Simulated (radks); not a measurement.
The numbers below are computed, except where a source is named.
Q: Level of theory: scalar-relativistic Kohn-Sham, r2SCAN, spin-polarised, spherical densities, finite nucleus; open shells are filled with parallel spins first; meta-GGA in the generalised Kohn-Sham scheme; Fermi nuclear charge, rms radius of each element as measured or else 0.836 A^(1/3) + 0.57 fm (a radial shooting solver on a logarithmic mesh with Libxc functionals). Each species is in its NIST ground configuration. Rank Li, B, C, N, Ne, O, F, Be by Delta-SCF ionisation energy (eV), largest first.

A: Ne 22.487, F 17.751, N 15.470, O 12.886, C 11.865, Be 8.792, B 8.306, Li 5.395.
